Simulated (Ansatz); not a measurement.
Ansatz (a quantum-chemistry and plane-wave program) input (B3LYP-D3(BJ)/def2-TZVP):

Ansatz 0.2 input:
```yaml
crystal:
  periodic: [false, false, false]
  atoms:
    - {symbol: Si, position_ang: [0.16270436, -0.07087571, 0.09245713]}
    - {symbol: C, position_ang: [1.72611414, -0.89102852, -0.32177087]}
    - {symbol: C, position_ang: [-1.28064449, 0.43997726, -1.11641147]}
    - {symbol: N, position_ang: [-0.79892479, -0.96368247, 1.30432578]}
    - {symbol: N, position_ang: [0.39076198, 1.49492874, 0.92132628]}
    - {symbol: H, position_ang: [2.39661977, -0.32546904, -0.98532697]}
    - {symbol: H, position_ang: [1.63324626, -1.90745902, -0.73155806]}
    - {symbol: H, position_ang: [-2.12228882, 0.93143478, -0.63231043]}
    - {symbol: H, position_ang: [-1.66608890, -0.44004155, -1.63366128]}
    - {symbol: H, position_ang: [-0.90324310, 1.11522347, -1.88614282]}
    - {symbol: H, position_ang: [-0.23995323, -1.18223598, 2.11807172]}
    - {symbol: H, position_ang: [-1.10603743, -1.84949415, 0.92547519]}
    - {symbol: H, position_ang: [0.79348504, 2.17245997, 0.28835322]}
    - {symbol: H, position_ang: [1.04048027, 1.40452795, 1.69083662]}
basis:
  gaussian:
    orbitals: def2-TZVP
hamiltonian:
  xc: b3lyp
  dispersion: d3bj
total_charge: -1
relax: {f_tol: 0.002, max_steps: 150}
```

End of the output:

```
Atom 0 at     0.190419    -0.067875     0.179244 Å, force    -0.001310    -0.000612     0.000287 eV/Å
Atom 1 at     1.695941    -0.866979    -0.265721 Å, force     0.000325     0.000212    -0.000215 eV/Å
Atom 2 at    -1.224333     0.419718    -1.047263 Å, force     0.001051     0.000203     0.001017 eV/Å
Atom 3 at    -0.740842    -1.086999     1.297313 Å, force    -0.000559    -0.001663    -0.000976 eV/Å
Atom 4 at     0.525534     1.530137     0.878833 Å, force    -0.000508     0.001499    -0.001451 eV/Å
Atom 5 at     2.513024    -0.313587    -0.727260 Å, force     0.000235    -0.000210     0.000080 eV/Å
Atom 6 at     1.728608    -1.937321    -0.466132 Å, force    -0.000381     0.000142    -0.000268 eV/Å
Atom 7 at    -2.072516     0.908853    -0.548900 Å, force     0.000095     0.000138     0.000057 eV/Å
Atom 8 at    -1.603444    -0.467941    -1.563604 Å, force     0.000144    -0.000180    -0.000020 eV/Å
Atom 9 at    -0.845012     1.102472    -1.814207 Å, force     0.000257     0.000220    -0.000548 eV/Å
Atom 10 at    -0.196383    -1.852964     1.671109 Å, force    -0.000436     0.000539    -0.000058 eV/Å
Atom 11 at    -1.632224    -1.430044     0.965564 Å, force     0.000948     0.000366     0.001206 eV/Å
Atom 12 at     0.185193     2.332829     0.366864 Å, force     0.000652    -0.000992     0.001038 eV/Å
Atom 13 at     1.502265     1.657968     1.107822 Å, force    -0.000512     0.000339    -0.000151 eV/Å
Dipole moment:    -0.611206     0.278041    -0.110473 e Å
```

It need not be the lowest isomer of its formula. Whether it binds its extra electron was not tested at this geometry.
